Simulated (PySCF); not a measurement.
**Radial density of K (potassium, neutral)**

wB97X-V, [Ar] 3d1, 2D determinant (an excited configuration). All numbers are calculated (PySCF 2.14, scalar relativity by spin-free X2C-1e, in x2c-QZVPPall with one added diffuse shell each of s, p, d, f type (12s8p5d4f, 89 functions)).

```json
{"r (bohr)": "0.00141", "4πr²ρ (e/bohr)": "0.1340", "4πr²(ρα − ρβ)": "0.0000"}
{"r (bohr)": "0.00238", "4πr²ρ (e/bohr)": "0.3506", "4πr²(ρα − ρβ)": "0.0000"}
{"r (bohr)": "0.00400", "4πr²ρ (e/bohr)": "0.8966", "4πr²(ρα − ρβ)": "0.0000"}
{"r (bohr)": "0.00673", "4πr²ρ (e/bohr)": "2.206", "4πr²(ρα − ρβ)": "0.0000"}
{"r (bohr)": "0.0113", "4πr²ρ (e/bohr)": "5.086", "4πr²(ρα − ρβ)": "0.0000"}
{"r (bohr)": "0.0190", "4πr²ρ (e/bohr)": "10.47", "4πr²(ρα − ρβ)": "0.0000"}
{"r (bohr)": "0.0320", "4πr²ρ (e/bohr)": "17.83", "4πr²(ρα − ρβ)": "-0.0001"}
{"r (bohr)": "0.0539", "4πr²ρ (e/bohr)": "22.25", "4πr²(ρα − ρβ)": "-0.0001"}
{"r (bohr)": "0.0906", "4πr²ρ (e/bohr)": "18.50", "4πr²(ρα − ρβ)": "-0.0002"}
{"r (bohr)": "0.152", "4πr²ρ (e/bohr)": "16.41", "4πr²(ρα − ρβ)": "-0.0006"}
{"r (bohr)": "0.256", "4πr²ρ (e/bohr)": "22.78", "4πr²(ρα − ρβ)": "-0.0004"}
{"r (bohr)": "0.431", "4πr²ρ (e/bohr)": "14.33", "4πr²(ρα − ρβ)": "0.0026"}
{"r (bohr)": "0.725", "4πr²ρ (e/bohr)": "5.156", "4πr²(ρα − ρβ)": "0.0088"}
{"r (bohr)": "1.22", "4πr²ρ (e/bohr)": "6.613", "4πr²(ρα − ρβ)": "0.0196"}
{"r (bohr)": "2.05", "4πr²ρ (e/bohr)": "2.112", "4πr²(ρα − ρβ)": "0.0358"}
{"r (bohr)": "3.45", "4πr²ρ (e/bohr)": "0.1544", "4πr²(ρα − ρβ)": "0.0565"}
{"r (bohr)": "5.81", "4πr²ρ (e/bohr)": "0.1043", "4πr²(ρα − ρβ)": "0.1038"}
{"r (bohr)": "9.76", "4πr²ρ (e/bohr)": "0.07931", "4πr²(ρα − ρβ)": "0.0793"}
{"r (bohr)": "16.4", "4πr²ρ (e/bohr)": "0.01542", "4πr²(ρα − ρβ)": "0.0154"}
{"r (bohr)": "27.6", "4πr²ρ (e/bohr)": "0.0001969", "4πr²(ρα − ρβ)": "0.0002"}
```

Densities and radii are taken from the X2C orbitals without a picture-change correction, which distorts them close to the nucleus.
